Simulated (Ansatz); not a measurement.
Consider the hydrogenolysis of a C–C bond: `CCBN[SiH3]` + H₂ → `CBN[SiH3]` + CH₄.

Computed with Ansatz on PBE0-D4/def2-TZVP structures; ΔE is electronic, products minus reactants. CCSD(T)/CBS is the MP2 limit (def2-TZVPP, def2-QZVPP) plus CCSD(T) − MP2 in def2-TZVPP, frozen cores. This one scheme is used for every species. Each species was taken in one conformer, which may not be the lowest.

```
     species  MP2/def2-TZVPP energy (Eh)
`CCBN[SiH3]`                  -450.55993
          H₂                    -1.16460
 `CBN[SiH3]`                  -411.34101
         CH₄                   -40.41206
```

Question: Work out ΔE.

Answer: ΔE = (-411.34101) + (-40.41206) − (-450.55993) − (-1.16460) = -0.02854 Eh = -0.78 eV. CCSD(T)/CBS gives -0.79 eV.

Largest T1 diagnostic among the species: 0.012.

In def2-TZVPP, CCSD(T) changes the Hartree–Fock value by +0.16 eV (the triples alone add +0.03 eV) and MP2 by +0.18 eV. The D4 term adds +0.05 eV with B3LYP and +0.03 eV with PBE0; it sums over pairs of atoms, weighted by their polarisabilities, and B3LYP, whose exchange is more repulsive, gets the larger term.

B3LYP here is the variant with VWN-RPA as its local correlation; programs differ in this.
